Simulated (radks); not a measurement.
Eu III, 61 electrons, occupied as [Xe] 4f7 (the NIST ground configuration). Method: non-relativistic Kohn-Sham, BLYP, spin-polarised, spherical densities, point nucleus; open shells are filled with parallel spins first (spin-orbit coupling, left out, can overturn this in heavy ions); relativity is left out, which matters for an element this heavy; computed with a radial shooting solver on a logarithmic mesh with Libxc functionals.

X-ray form factor f0, the Fourier transform of the density (f0(0) = 61):

sin(theta)/lambda (1/angstrom),f0 (electrons)
0.05,60.262
0.1,58.203
0.15,55.219
0.2,51.778
0.25,48.278
0.3,44.965
0.4,39.239
0.5,34.586
0.6,30.672
0.8,24.462
1,20.191
1.25,16.882
1.5,14.655
2,10.927
